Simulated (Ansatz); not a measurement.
## C2F5 (pentafluoroethyl): the vertical ionisation energy, rung by rung

The species is C2F5 (7 atoms), meant as a doublet with charge 0. SMILES: `F[C](F)C(F)(F)F`. Geometry: relaxed at PBE0-D4/def2-TZVP.

Each level gives the vertical ionisation energy (to the singlet cation) (eV). The values are calculated.

| level | kind | program | value (eV) | less CCSD(T)/cc-pVDZ |
| --- | --- | --- | --- | --- |
| UBLYP/cc-pVDZ | GGA | Ansatz | 9.62 | -0.44 |
| UPBE/cc-pVDZ | GGA | Ansatz | 9.75 | -0.31 |
| UB3LYP/cc-pVDZ | global hybrid | Ansatz | 10.33 | +0.27 |
| U-wB97X/cc-pVDZ | range-separated hybrid | Ansatz | 10.41 | +0.35 |
| UHSE06/cc-pVDZ | range-separated hybrid | Ansatz | 10.41 | +0.35 |
| UPBE-QIDH/cc-pVDZ | double hybrid | Ansatz | 10.60 | +0.54 |
| RPA@PBE/cc-pVDZ | RPA | Ansatz | 9.97 | -0.09 |
| UCCSD(T)/cc-pVDZ | coupled cluster or CI | Ansatz | 10.06 | 0.00 |

Differences are taken from UCCSD(T)/cc-pVDZ for orientation; it has basis-set and higher-order errors of its own. The values span 9.62 to 10.60 eV.
